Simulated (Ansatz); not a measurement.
Relaxation of AlF2H4N (8 atoms, charge 0, multiplicity 1), to a largest force component of 0.03 eV/Å in at most 50 steps.

Method: RKS PBE0/def2-SVP in Ansatz 0.2.0.

```xyz
8
Properties=species:S:1:pos:R:3:forces:R:3
Al 0.106 -0.527 -0.353 0.04 -1.24 1.08
F -0.167 0.140 2.434 0.02 0.20 -0.29
H 1.426 0.254 -0.682 0.00 0.00 0.00
F -1.375 -0.021 -0.914 -0.05 0.01 -0.02
N 0.115 -2.153 0.571 -0.07 1.55 -0.48
H -0.679 -2.785 0.533 0.01 -0.01 0.01
H 0.973 -2.677 0.711 0.00 -0.02 0.00
H -0.133 -0.783 2.337 0.05 -0.49 -0.31
```

Question: Where does it end, and by what steps?

Answer: It converged. After 14 steps the energy has fallen by 2.257 eV; H8 moved furthest, 1.25 Å. Parted: F2–H8 (0.93 → 2.63 Å). Joined: Al1–F2 (2.88 → 1.68 Å), N5–H8 (2.25 → 1.02 Å).

```
step  energy less start (eV)  largest force component (eV/Å)  accepted
   0                  0.0000                           1.554       yes
   1                 -0.2604                           0.916       yes
   2                 -0.4919                           1.248       yes
   3                 -0.7077                           0.769       yes
   4                 -0.8885                           1.817       yes
   5                 -1.3617                           1.627       yes
   6                 -1.3526                           6.674        no
   7                 -1.7290                           1.447       yes
   8                 -1.9243                           1.016       yes
   9                 -2.1243                           0.524       yes
  10                 -2.2258                           0.334       yes
  11                 -2.2461                           0.427       yes
  12                 -2.2506                           0.258       yes
  13                 -2.2569                           0.073       yes
  14                 -2.2571                           0.007       yes
```

```xyz
8
Properties=species:S:1:pos:R:3
Al 0.062 -0.093 0.196
F -0.143 0.661 1.685
H 1.430 0.123 -0.570
F -1.343 -0.245 -0.715
N 0.084 -2.000 0.906
H -0.703 -2.506 0.495
H 0.937 -2.531 0.724
H -0.059 -1.961 1.917
```

Run time: 28 s on 2 threads of Arm Neoverse V1 (shared host), peak memory 0.15 GiB.
